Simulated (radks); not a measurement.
Values are calculated unless marked as measured or tabulated.
Task: All-electron atom: the tungsten ion W+ in [Xe] 4f14 5d4 6f1 (not the ground configuration). Code: a radial shooting solver on a logarithmic mesh with Libxc functionals. Model: scalar-relativistic Kohn-Sham, SCAN, spin-polarised, spherical densities, finite nucleus; open shells are filled with parallel spins first (spin-orbit coupling, left out, can overturn this in heavy ions); meta-GGA in the generalised Kohn-Sham scheme; Fermi nuclear charge, rms radius 5.3658 fm. Some entries of the table are withheld. Estimate them.

orbital,occ.,eigenvalue (eV),<1/r> (bohr^-1)
1s down,1,-69573.76,87.05
1s up,1,-69573.76,87.05
2s up,1,-12045.77,20.38
2s down,1,-12045.64,20.38
2p up,3,-10533.33,18.45
2p down,3,-10533.21,18.45
3s up,1,-2796.117,7.552
3s down,1,-2796.093,7.552
3p up,3,-2345.380,6.966
3p down,3,-2345.343,6.966
3d up,5,-1826.059,6.573
3d down,5,-1825.956,6.573
4s up,1,-593.0567,3.201
4s down,1,-592.8315,3.200
4p up,3,-444.5203,2.911
4p down,3,-444.3011,2.911
4d up,5,-255.6111,2.589
4d down,5,-255.3389,2.590
5s up,1,-94.9921,1.243
5s down,1,-92.8715,1.254
5p up,3,-58.8425,1.045
5p down,3,-56.1387,1.060
4f up,7,-47.2738,(1)
4f down,7,-46.7593,(2)
5d up,4,-18.6811,0.6928
6f up,1,(3),0.09313

Result: 
(1) 4f up <1/r> (bohr^-1): 2.079
(2) 4f down <1/r> (bohr^-1): 2.090
(3) 6f up eigenvalue (eV): -1.7937
